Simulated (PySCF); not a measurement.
# SnH₂⁺ + 2 Br₂ → SnBr₂⁺ + 2 HBr

Level: PBE0 in the def2-TZVP basis family, computed in PySCF with density fitting; scalar-relativistic core potentials for atoms from Rb on, none lighter, no spin–orbit coupling; open shells unrestricted.

| species | state and structure | ZPE (kJ/mol) | H(298 K) − H(0) (kJ/mol) | S° (J/(mol K)) |
| --- | --- | --- | --- | --- |
| SnH₂⁺ | doublet, C2v, Sn–H 1.725 Å (×2); H–Sn–H 120.1° | 26.0 | 10.2 | 234.0 |
| Br₂ | singlet, D∞h, Br–Br 2.281 Å | 2.0 | 9.7 | 244.8 |
| SnBr₂⁺ | doublet, C2v, Sn–Br 2.428 Å (×2); Br–Sn–Br 121.0° | 3.5 | 14.5 | 333.7 |
| HBr | singlet, C∞v, H–Br 1.421 Å | 16.0 | 8.7 | 198.5 |

Is the gas-phase reaction uphill or downhill in electronic energy at this level, and by how much?

At PBE0/def2-TZVP, ΔE = -418.6 kJ/mol, downhill. 

Add zero-point, thermal and entropy terms for 298.15 K and 1 bar.

ΔZPE = 5.5 and Δ[H(298) − H(0)] = 2.3 kJ/mol give ΔH° = -410.8 kJ/mol. ΔS° = 7.1 J/(mol K), so ΔG° = -410.8 − 298.15 × (0.0071) = -413 kJ/mol.

Only the bonding shown was studied: isomers, or loss of a ligand pair, can lie lower.
